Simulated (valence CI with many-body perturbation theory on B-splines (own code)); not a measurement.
**Which ion has this spectrum?**

A relativistic CI+MBPT calculation for an atom or ion with 32 electrons gives these levels (cm⁻¹):

| J | Parity | E | g |
| --- | --- | --- | --- |
| 0 | even | 0 |  |
| 1 | even | 497959 | 1.50 |
| 2 | even | 528974 | 1.18 |
| 2 | even | 1050341 | 1.31 |
| 0 | even | 1118170 |  |
| 2 | odd | 1172156 | 1.59 |
| 1 | odd | 1278630 | 1.03 |
| 2 | odd | 1589759 | 0.78 |
| 2 | odd | 1625689 | 1.54 |
| 3 | odd | 1684386 | 1.30 |
| 1 | odd | 1714559 | 0.95 |
| 0 | odd | 1760688 |  |
| 2 | odd | 1794061 | 1.17 |
| 3 | odd | 1803868 | 1.14 |

The energies are calculated, and their last digits are not significant.

**Question.** Which is it?
A. Yb38+
B. Er36+
C. Ho35+
D. Tm37+

**Answer.** D. Tm37+, ground level (4s^2 4p1/2^2) J=0.
